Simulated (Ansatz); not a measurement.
Relaxation of CH3BF2 (7 atoms, charge 0, multiplicity 1), to a largest force component of 0.02 eV/Å in at most 40 steps.

Computed with Ansatz, RHF/def2-SVP.

```xyz
7
Properties=species:S:1:pos:R:3:forces:R:3
B 0.000 0.000 0.000 0.00 0.01 1.00
C 0.000 0.000 1.600 -0.21 -0.29 -0.48
H -1.000 -0.309 1.970 0.67 0.28 -0.07
H 0.768 -0.711 1.970 -0.40 0.55 -0.08
H 0.232 1.020 1.970 -0.08 -0.60 -0.10
F 1.143 0.000 -0.660 -0.73 0.02 -0.12
F -1.143 0.000 -0.660 0.75 0.02 -0.15
```

Q: Where does it end, and by what steps?

A: The run converged. After 6 steps the energy has fallen by 0.069 eV; F7 moved furthest, 0.05 Å.

```
step  energy less start (eV)  largest force component (eV/Å)  accepted
   0                  0.0000                           0.995       yes
   1                 -0.0588                           0.494       yes
   2                 -0.0385                           1.016        no
   3                 -0.0607                           0.383       yes
   4                 -0.0601                           0.980        no
   5                 -0.0684                           0.055       yes
   6                 -0.0693                           0.007       yes
```

```xyz
7
Properties=species:S:1:pos:R:3
B -0.005 -0.007 0.023
C -0.009 -0.020 1.589
H -0.975 -0.313 1.998
H 0.769 -0.675 1.982
H 0.215 0.991 1.945
F 1.115 -0.010 -0.661
F -1.109 0.034 -0.684
```

Whether the end is a true minimum wasn't checked by a vibrational analysis.

Run time: 5.8 s on 1 thread of Intel(R) Xeon(R) 6975P-C (Granite Rapids), on a shared host, peak memory 0.14 GiB.
